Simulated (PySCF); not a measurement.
C₃H₂F₃, SMILES C=C(F)[C](F)F, multiplicity 2.

The structure is a stationary point at B3LYP-D3(BJ)/def2-SVP. The isomer is the one that the SMILES or the coordinates give; other isomers of the formula were not compared. The values are those of a single conformer.

All values below come from TDA-PBE/def2-SVPD in PySCF.

Vertical excitations. Isolated molecule, no solvent.

| state | energy (eV) | λ (nm) | f | main pairs |
|---|---|---|---|---|
| root 1 | 3.59 | 345 | 0.013 | α HOMO→LUMO+1 27 %, β HOMO→LUMO 72 % |
| root 2 | 4.44 | 279 | 0.000 | α HOMO→LUMO 100 % |
| root 3 | 5.07 | 245 | 0.001 | α HOMO→LUMO+2 100 % |
| root 4 | 5.45 | 227 | 0.010 | α HOMO→LUMO+3 99 % |
| root 5 | 6.06 | 204 | 0.000 | β HOMO−1→LUMO 99 % |
| root 6 | 6.07 | 204 | 0.391 | α HOMO→LUMO+1 61 %, β HOMO→LUMO 20 % |
| root 7 | 6.37 | 195 | 0.000 | α HOMO→LUMO+4 97 % |
| root 8 | 6.75 | 184 | 0.000 | β HOMO−2→LUMO 94 % |
| root 9 | 6.78 | 183 | 0.026 | α HOMO−1→LUMO+1 46 %, β HOMO→LUMO+3 45 % |
| root 10 | 6.80 | 182 | 0.005 | α HOMO−1→LUMO 5 %, β HOMO→LUMO+1 92 % |
Unrestricted roots are not spin-pure.
